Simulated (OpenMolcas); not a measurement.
# Multiplet structure of Zr III

```json
{
  "Program": "OpenMolcas",
  "Method": "CASSCF",
  "Basis": "ANO-RCC-VQZP [8s7p5d3f2g1h]",
  "Scalar Hamiltonian": "DKH2, point nucleus",
  "Active space": "2 electrons in 5 orbitals (4d)",
  "State averaging": "2S+1 = 3 even, 10 roots; 2S+1 = 1 even, 15 roots",
  "Spin-orbit coupling": "RASSI with atomic mean-field integrals over the reference wave functions, term energies averaged over their components"
}
```

Spin-free terms above the lowest, with the occupations of the reference:

| Configuration | Term | E (cm⁻¹) | Occupations |
| --- | --- | --- | --- |
| 4d² | ³F | 0.0 | 4d 2.00 |
| 4d² | ¹D | 8440 | 4d 2.00 |
| 4d² | ³P | 9822 | 4d 2.00 |
| 4d² | ¹G | 12939 | 4d 2.00 |
| 4d² | ¹S | 32039 | 4d 2.00 |

With spin-orbit coupling, above the lowest level:

```csv
Configuration,Term,J,E (cm⁻¹),Measured (cm⁻¹),Term weight %
4d²,³F,2,0.0,0.0,100
4d²,³F,3,674,681,100
4d²,³F,4,1500,1486,100
4d²,¹D,2,9162,5742,89
4d²,³P,0,10240,8062,100
4d²,³P,1,10496,8326,100
4d²,³P,2,11122,8838,89
4d²,¹G,4,13837,11049,100
4d²,¹S,0,32969,23979,100
```

Against the 8 measured excited levels shown (Moore, Atomic Energy Levels, vol. II, NSRDS-NBS 35 (1971 reprint of NBS Circular 467, 1952); NIST levels as listed in Rynkun, Gaigalas and Jonsson, Astron. Astrophys. 637, A10 (2020)) the mean absolute deviation is 2700 cm-1; the largest miss in energy is 4d² ¹S₀: computed 32969, measured 23979 cm⁻¹ (+37.5 %), and the largest in proportion 4d² ¹D₂ (+59.6 %).

Spin-orbit coupling puts the lowest level 884 cm⁻¹ below the lowest spin-free term.

A least-squares Racah fit to the terms below 60000 cm-1, each weighted by 2L + 1 and with a free common offset, gives B = 652 cm-1 and C = 2538 cm-1 (C/B = 3.89), with an rms deviation of 42 cm-1.

For ³F the intervals divided by the larger J are 224.7, 206.4 cm-1. Landé's interval rule makes them equal in pure LS coupling; they differ by 9 % of their mean. The multiplet is regular.

Levels of configurations with an s electron are missing; early in the row they begin among the upper levels of the d shell and mix with terms of their name. Without dynamic correlation excited terms often stand tens of per cent too high (terms of higher spin than the ground term too low), and those without a measured partner can miss by more than the paired ones. Some levels mix across a computed gap that differs much from the measured one, so their mixing is not that of the real levels. Computed and measured levels are paired by configuration, term and J; levels that our copy of the source lacks, or whose pairing is in doubt (as where it misses far off the trend of its configuration), stay unpaired and out of the deviations. Only configurations of the active space appear.

The RASSCF and RASSI steps took 6.8 s on 1 thread of Arm Neoverse V2 (shared host); the integral step is not counted.

The term weight is that of the spin-free term in the level, not the purity of its configuration.
